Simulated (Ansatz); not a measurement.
`[SiH3]C1CCC1` + H₂ → `C1CCC1` + SiH₄ at 500 K and 1 bar (hydrogenolysis of a C–Si bond).

Calculated with Ansatz (gas phase, PBE0-D4/def2-TZVP geometries, no zero-point term in ΔE). CCSD(T)/CBS is the MP2 limit (def2-TZVPP, def2-QZVPP) plus CCSD(T) − MP2 in def2-TZVPP, frozen cores. This one scheme is used for every species.

| species | CCSD(T)/CBS energy (Eh) | H − E (kJ/mol) | S (J/(mol·K)) |
| --- | --- | --- | --- |
| `[SiH3]C1CCC1` | -447.27543 | 378.0 | 399.5 |
| H₂ | -1.17544 | 41.0 | 145.5 |
| `C1CCC1` | -156.99792 | 324.1 | 311.5 |
| SiH₄ | -291.46306 | 102.4 | 230.9 |

H − E and S are ideal-gas, rigid-rotor, harmonic terms from PBE0-D4/def2-TZVP. The MP2-based limit puts H₂ 0.8 mEh under its directly extrapolated value; such offsets cancel only in part. 1 Eh = 2625.50 kJ/mol, R = 8.31446 J/(mol·K).

**Question.** By hand: ΔE, ΔH, ΔS and ΔG.

**Answer.** ΔE = (-156.99792) + (-291.46306) − (-447.27543) − (-1.17544) = -0.01011 Eh = -26.5 kJ/mol. Δ(H − E) = 324.1 + 102.4 − 378.0 − 41.0 = 7.5, so ΔH = -19.0 kJ/mol. ΔS = 311.5 + 230.9 − 399.5 − 145.5 = -2.6 J/(mol·K). ΔG = -19.0 − 500 × (-2.6)/1000 = -17.7 kJ/mol.

**Question.** By hand: the equilibrium constant, and the temperature at which ΔG would vanish if ΔH and ΔS stayed fixed.

**Answer.** log₁₀ K = −ΔG/(RT ln 10) = 1.8. ΔG = 0 at ΔH/ΔS = 7308 K, far beyond where these terms or the molecules hold.

The number of gas molecules stays the same, so ΔS is small and ΔH decides. A doubt of 5 kJ/mol in ΔE shifts log₁₀ K by 0.5 here. These are equilibria of isolated gas molecules and say nothing of rates. Largest T1 diagnostic: 0.011 (customary marks: 0.02 for closed shells, 0.045 for open ones).
